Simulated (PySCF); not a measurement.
Task: Write Cartesian coordinates for `N#C/C=C(\[SiH3])C=O` as optimised with PBE0-D3(BJ)/def2-SVP.

Result: 
```xyz
12
C4H5NOSi angstrom
N     -1.8623    2.7486    0.0969
C     -0.9055    2.1015   -0.0090
C      0.2905    1.3386   -0.1403
C      0.3655   -0.0077   -0.0571
Si    -1.0601   -1.2253    0.2390
C      1.7113   -0.6063   -0.2150
O      1.9104   -1.7927   -0.1532
H      1.2008    1.9284   -0.3196
H     -0.7822   -1.9909    1.4855
H     -1.1448   -2.1452   -0.9291
H     -2.3185   -0.4422    0.3782
H      2.5470    0.1180   -0.3982
```

Any rigid rotation of these coordinates is as good. Atoms count from 1 in this order. The 7 heavy atoms lie in one plane (0.005 Å rms). Si5 (SiH3 silicon) is tetrahedral (angles from 108.2° to 110.5°). The 3 C–C bonds span 1.351 Å (C3=C4, drawn double) to 1.481 Å (C4–C6, drawn single), a spread of 0.130 Å. Of the pairs four or more bonds apart, H8···H12 is among the closest relative to their van der Waals radii: 2.26 Å, 94 % of the sum of Bondi's values.

Bonds between heavy atoms (Å): N1≡C2 1.160, C2–C3 1.425, C3=C4 1.351, C4–Si5 1.898, C4–C6 1.481, C6=O7 1.205.

Method: PBE0-D3(BJ)/def2-SVP geometry optimisation, gas phase in PySCF 2.14.0.

Point group: Cs (every atom within 0.08 Å of its image). Not checked by PBE0-D3(BJ)/def2-SVP frequencies. One conformer, not necessarily the lowest (C3–C4–C6–O7 180°).
